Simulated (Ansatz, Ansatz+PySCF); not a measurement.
```xyz
4

C    -0.0233    0.0181   -0.5988
C    -0.0088   -0.0225    0.6221
H     0.0081   -0.0265   -1.6908
H     0.0188    0.0211    1.6893
```

Basis set: def2-SVP (spherical functions). Correlated methods keep 2 orbitals frozen. Charge 0, multiplicity 3.

Computed with Ansatz (development build ahead of 0.2.0); each method stands on the lowest determinant of its kind that the runs found.

The atomization energy at this shape (free ground-state atoms in the same class of orbitals less the molecule, no zero-point energy) of triplet C₂H₂:

| method | atomization energy |
| --- | --- |
| PBE0 (unrestricted) | 12.16 eV |
| UHF | 8.19 eV |

What does UHF-MP2 give?

10.98 eV. Caution: another spin multiplicity may lie lower.
